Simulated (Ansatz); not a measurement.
One change: `[CH3][InH][CH2][SiH3]` becomes `[CH3][InH][CH2]O`.

Ansatz, PBE0-D4/def2-TZVP geometries, multiplicity 1. Each molecule was computed in one conformer, which needn't be the lowest.

Elements past krypton have def2 core potentials.

| property | `[CH3][InH][CH2][SiH3]` |
| --- | --- |
| HOMO energy (PBE/def2-TZVPP) / eV | -6.18 |
| HOMO–LUMO gap (ωB97M-V/def2-TZVPP) / eV | 9.43 |
| LUMO energy (PBE0/def2-TZVPP) / eV | -1.41 |
| HOMO energy (ωB97M-V/def2-TZVPP) / eV | -9.42 |
| HOMO–LUMO gap (PBE/def2-TZVPP) / eV | 4.04 |
| HOMO–LUMO gap (B3LYP/def2-TZVPP) / eV | 5.38 |

(1) Give the same properties after the change, and the shifts. (Estimate.)

Results:

(1) The calculation gave: 
| property | `[CH3][InH][CH2]O` | shift |
| --- | --- | --- |
| HOMO energy (PBE/def2-TZVPP) / eV | -5.18 | 1.00 |
| HOMO–LUMO gap (ωB97M-V/def2-TZVPP) / eV | 8.67 | -0.76 |
| LUMO energy (PBE0/def2-TZVPP) / eV | -1.36 | 0.05 |
| HOMO energy (ωB97M-V/def2-TZVPP) / eV | -8.65 | 0.77 |
| HOMO–LUMO gap (PBE/def2-TZVPP) / eV | 3.10 | -0.94 |
| HOMO–LUMO gap (B3LYP/def2-TZVPP) / eV | 4.59 | -0.79 |

With PBE0 the HOMO rises by 0.85 eV and the LUMO rises by 0.05 eV, so the gap narrows by about 0.80 eV. PBE moves the HOMO by 1.00 eV and ωB97M-V by 0.77 eV.

B3LYP here is the variant with VWN-RPA as its local correlation; programs differ in this.
